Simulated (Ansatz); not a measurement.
C₃H₇FSn (`[F][SnH]1[CH2]C[CH2]1`) at its PBE0-D4/def2-TZVP geometry, where that method's forces vanish. The species carries charge 0 and has multiplicity 1. Sn: def2 effective core potential.

```
atom    x (Å)    y (Å)    z (Å)
  F1  -0.3597  -0.9184   2.7955
 Sn2  -0.0535   0.4156   1.4279
  C3   1.2263  -0.3047  -0.1512
  C4   0.0934   0.0039  -1.1558
  C5  -1.2229   0.0557  -0.3479
  H6   0.0870   1.8605   2.3260
  H7   1.3727  -1.3765   0.0000
  H8   2.1889   0.1567  -0.3643
  H9   0.0530  -0.7187  -1.9774
 H10   0.2739   0.9830  -1.6087
 H11  -1.9674   0.7685  -0.6981
 H12  -1.6917  -0.9255  -0.2461
```

**Question.** For each bond, give half the difference of the two atoms' forces along it (eV/Å; positive pushes the atoms apart) under PBE-D4, r2SCAN-D4, B3LYP-D4, ωB97M-V in def2-TZVPP. (Estimate.)

**Answer.** Ansatz gave: 
| bond | length (Å) | PBE-D4 | r2SCAN-D4 | B3LYP-D4 | ωB97M-V |
| --- | --- | --- | --- | --- | --- |
| F1–Sn2 | 1.935 | 0.43 | 0.06 | 0.22 | 0.06 |
| Sn2–C3 | 2.156 | 0.12 | 0.12 | 0.27 | -0.04 |
| Sn2–C5 | 2.156 | 0.12 | 0.12 | 0.27 | -0.04 |
| Sn2–H6 | 1.707 | -0.03 | -0.05 | -0.14 | -0.09 |
| C3–C4 | 1.545 | 0.01 | 0.12 | 0.21 | 0.20 |
| C3–H7 | 1.092 | 0.08 | -0.06 | -0.14 | -0.07 |
| C3–H8 | 1.089 | 0.05 | -0.07 | -0.15 | -0.08 |
| C4–C5 | 1.545 | 0.01 | 0.12 | 0.20 | 0.20 |
| C4–H9 | 1.095 | 0.13 | -0.03 | -0.13 | -0.17 |
| C4–H10 | 1.094 | 0.10 | -0.06 | -0.12 | -0.10 |
| C5–H11 | 1.089 | 0.05 | -0.07 | -0.15 | -0.08 |
| C5–H12 | 1.092 | 0.08 | -0.06 | -0.14 | -0.07 |

B3LYP here is the variant with VWN-RPA as its local correlation; programs differ in this.
